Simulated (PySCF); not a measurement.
HfH4, SMILES [HfH4], multiplicity 1.

Geometry optimised at B3LYP-D3(BJ)/def2-TZVPD. The spin state was assumed, not searched. The def2 effective core potentials stand for the cores of Hf; spin–orbit coupling is left out.

The numbers are results of TDA-PBE0/def2-TZVPD (PySCF), not measurements.

Vertical excitations; the highest root listed may be one member of a degenerate set.  State labels are in the subgroup D2.

```json
[
 {"state": "S1", "symmetry": "B3", "energy (eV)": "4.40", "λ (nm)": "282", "f": "0.000", "main pairs": "HOMO→LUMO, HOMO→LUMO+1 (degenerate set)"},
 {"state": "S2", "symmetry": "B2", "energy (eV)": "4.40", "λ (nm)": "282", "f": "0.000", "main pairs": "HOMO−1→LUMO, HOMO−1→LUMO+1 (degenerate set)"},
 {"state": "S3", "symmetry": "B1", "energy (eV)": "4.40", "λ (nm)": "282", "f": "0.000", "main pairs": "HOMO−2→LUMO+1 (degenerate set)"},
 {"state": "S4", "symmetry": "B1", "energy (eV)": "4.68", "λ (nm)": "265", "f": "0.011", "main pairs": "HOMO−2→LUMO (degenerate set)"},
 {"state": "S5", "symmetry": "B2", "energy (eV)": "4.68", "λ (nm)": "265", "f": "0.011", "main pairs": "HOMO−1→LUMO+1, HOMO−1→LUMO (degenerate set)"},
 {"state": "S6", "symmetry": "B3", "energy (eV)": "4.68", "λ (nm)": "265", "f": "0.011", "main pairs": "HOMO→LUMO+1, HOMO→LUMO (degenerate set)"},
 {"state": "S7", "symmetry": "B3", "energy (eV)": "5.31", "λ (nm)": "234", "f": "0.000", "main pairs": "HOMO−1→LUMO+2, HOMO−2→LUMO+3 (degenerate set)"},
 {"state": "S8", "symmetry": "B1", "energy (eV)": "5.31", "λ (nm)": "234", "f": "0.000", "main pairs": "HOMO−1→LUMO+4, HOMO→LUMO+3 (degenerate set)"},
 {"state": "S9", "symmetry": "B2", "energy (eV)": "5.31", "λ (nm)": "234", "f": "0.000", "main pairs": "HOMO→LUMO+2, HOMO−2→LUMO+4 (degenerate set)"},
 {"state": "S10", "symmetry": "A", "energy (eV)": "5.53", "λ (nm)": "224", "f": "0.000", "main pairs": "HOMO−2→LUMO+2 57 %, HOMO−1→LUMO+3 34 %"},
 {"state": "T1", "symmetry": "B3", "energy (eV)": "4.02", "λ (nm)": "308", "f": "0", "main pairs": "HOMO→LUMO, HOMO→LUMO+1 (degenerate set)"},
 {"state": "T2", "symmetry": "B2", "energy (eV)": "4.02", "λ (nm)": "308", "f": "0", "main pairs": "HOMO−1→LUMO, HOMO−1→LUMO+1 (degenerate set)"},
 {"state": "T3", "symmetry": "B1", "energy (eV)": "4.02", "λ (nm)": "308", "f": "0", "main pairs": "HOMO−2→LUMO+1 (degenerate set)"},
 {"state": "T4", "symmetry": "B1", "energy (eV)": "4.06", "λ (nm)": "305", "f": "0", "main pairs": "HOMO−2→LUMO 93 %"}
]
```
Triplets are in the Tamm–Dancoff approximation.
